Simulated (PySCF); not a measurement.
H3Sn (SMILES [SnH3]), doublet (typed; the unrestricted solution is spin-contaminated), geometry from GFN2-xTB (such geometries of metal compounds can be far from the true shape) (the spin is typed, not shown lowest) (all electrons, no relativity), with bond 3-1 at 2.0 times its length; PBE0/STO-3G (PySCF).

Input for PySCF:
```python
from pyscf import gto, scf, dft

mol = gto.Mole()
mol.atom = '''
    Sn    0.040844    0.008981   -0.018409
    H     0.030666   -0.568821    1.680739
    H    -2.288977    2.734429    0.149248
    H    -0.948813   -1.251933   -0.825709
'''
mol.basis = 'sto-3g'
mol.charge = 0
mol.spin = 1
mol.verbose = 4
mol.build()

mf = dft.UKS(mol)
mf.xc = 'pbe0'
mf.diis_space = 20
mf.kernel()
```

Problem. What does PySCF print? Leave out banner, timings and long lists.

Solution. 
```
PySCF version 2.14.0

[INPUT] verbose = 4
[INPUT] num. atoms = 4
[INPUT] num. electrons = 53
[INPUT] charge = 0
[INPUT] spin (= nelec alpha-beta = 2S) = 1
[INPUT] symmetry False subgroup None
[INPUT] Mole.unit = angstrom
[INPUT] Symbol           X                Y                Z      unit          X                Y                Z       unit  Magmom
[INPUT]  1 Sn     0.040844000000   0.008981000000  -0.018409000000 AA    0.077183973832   0.016971630325  -0.034787968227 Bohr   0.0
[INPUT]  2 H      0.030666000000  -0.568821000000   1.680739000000 AA    0.057950341336  -1.074915903901   3.176136396875 Bohr   0.0
[INPUT]  3 H     -2.288977000000   2.734429000000   0.149248000000 AA   -4.325539635429   5.167321917068   0.282037844639 Bohr   0.0
[INPUT]  4 H     -0.948813000000  -1.251933000000  -0.825709000000 AA   -1.792996713427  -2.365810496305  -1.560363868588 Bohr   0.0

nuclear repulsion = 37.2920489726574
number of shells = 14
number of NR pGTOs = 90
number of NR cGTOs = 30
basis = sto-3g
ecp = {}

******** <class 'pyscf.dft.uks.UKS'> ********
method = UKS
initial guess = minao
damping factor = 0
level_shift factor = 0
DIIS = <class 'pyscf.scf.diis.CDIIS'>
diis_start_cycle = 1
diis_space = 20
diis_damp = 0
SCF conv_tol = 1e-09
SCF conv_tol_grad = None
SCF max_cycles = 50
direct_scf = True
direct_scf_tol = 1e-13
number electrons alpha = 27  beta = 26
XC library pyscf.dft.libxc version 7.1.2
    S. Lehtola, C. Steigemann, M. J. T. Oliveira, and M. A. L. Marques,  SoftwareX 7, 1–5 (2018)
XC functionals = pbe0
    C. Adamo and V. Barone,  J. Chem. Phys. 110, 6158 (1999)
    M. Ernzerhof and G. E. Scuseria,  J. Chem. Phys. 110, 5029 (1999)
radial grids:
    Treutler-Ahlrichs [JCP 102, 346 (1995); DOI:10.1063/1.469408] (M4) radial grids

becke partition: Becke, JCP 88, 2547 (1988); DOI:10.1063/1.454033
pruning grids: <function nwchem_prune>
grids dens level: 3
symmetrized grids: False
atomic radii adjust function: <function treutler_atomic_radii_adjust>
small_rho_cutoff = 0
Set gradient conv threshold to 3.16228e-05
tot grids = 51384
init E= -5949.91543462186

cycle= 1 E= -5966.11655817738  delta_E= -16.2  |g|= 0.271  |ddm|= 1.75
cycle= 2 E= -5966.1866766348  delta_E= -0.0701  |g|= 0.249  |ddm|= 2.37
cycle= 3 E= -5966.38879563349  delta_E= -0.202  |g|= 0.26  |ddm|= 2.11
cycle= 4 E= -5966.40281179214  delta_E= -0.014  |g|= 0.256  |ddm|= 0.0448
cycle= 5 E= -5966.4010897198  delta_E= 0.00172  |g|= 0.262  |ddm|= 0.199
cycle= 6 E= -5966.43477431522  delta_E= -0.0337  |g|= 0.248  |ddm|= 0.112
cycle= 7 E= -5966.51408470627  delta_E= -0.0793  |g|= 0.192  |ddm|= 0.328
cycle= 8 E= -5966.58474200958  delta_E= -0.0707  |g|= 0.097  |ddm|= 0.441
cycle= 9 E= -5966.61128310479  delta_E= -0.0265  |g|= 0.0102  |ddm|= 0.453
cycle= 10 E= -5966.61166538052  delta_E= -0.000382  |g|= 0.00335  |ddm|= 0.0596
cycle= 11 E= -5966.61169776709  delta_E= -3.24e-05  |g|= 0.00303  |ddm|= 0.0133
cycle= 12 E= -5966.6117866682  delta_E= -8.89e-05  |g|= 0.00187  |ddm|= 0.0454
cycle= 13 E= -5966.61185570578  delta_E= -6.9e-05  |g|= 0.000827  |ddm|= 0.0623
cycle= 14 E= -5966.61186783096  delta_E= -1.21e-05  |g|= 0.000136  |ddm|= 0.0437
cycle= 15 E= -5966.61186821062  delta_E= -3.8e-07  |g|= 4.89e-05  |ddm|= 0.00908
cycle= 16 E= -5966.61186826116  delta_E= -5.05e-08  |g|= 1.19e-05  |ddm|= 0.0029
cycle= 17 E= -5966.61186826353  delta_E= -2.37e-09  |g|= 4.43e-06  |ddm|= 0.000749
cycle= 18 E= -5966.61186826396  delta_E= -4.37e-10  |g|= 2.62e-07  |ddm|= 0.000219
Extra cycle  E= -5966.61186826397  delta_E= -7.28e-12  |g|= 9.64e-08  |ddm|= 1.61e-06
converged SCF energy = -5966.61186826397  <S^2> = 0.95915085  2S+1 = 2.1992279
```
